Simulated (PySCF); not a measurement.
Gas-phase reaction: GeH2Cl2 + H2 → GeH3Cl + HCl

Computed with PySCF (xtb for GFN2) and rigid-rotor harmonic-oscillator thermochemistry at 1 bar. † marks an energy on the PBE0/def2-TZVP geometry and frequencies; other levels use their own. 6-31G* has spherical d functions here. All species are closed-shell singlets. B3LYP is the form with VWN-RPA correlation. Ge: all electrons, no relativistic terms. The harmonic model lacks anharmonicity and excited electronic states, which grow with temperature; levels with a mode under 35 cm⁻¹ are left out.

ΔH° and ΔS° at 298 K: B3LYP/def2-TZVP† 55 kJ, 19 J/K; BLYP/def2-TZVP† 57 kJ, 19 J/K; GFN2-xTB 75 kJ, 16 J/K; HF/6-31G* 52 kJ, 20 J/K.

Q: With the heat capacities included, give log10 K (1 bar) at 500, 1200, 1400, 1600, 2000 K from B3LYP/def2-TZVP†, BLYP/def2-TZVP†, GFN2-xTB, HF/6-31G*.

A: 
```tsv
T (K)	B3LYP/def2-TZVP†	BLYP/def2-TZVP†	GFN2-xTB	HF/6-31G*
500	-4.8	-5.0	-7.0	-4.4
1200	-1.7	-1.8	-2.8	-1.5
1400	-1.4	-1.5	-2.3	-1.3
1600	-1.2	-1.2	-2.0	-1.0
2000	-0.9	-0.9	-1.6	-0.8
```
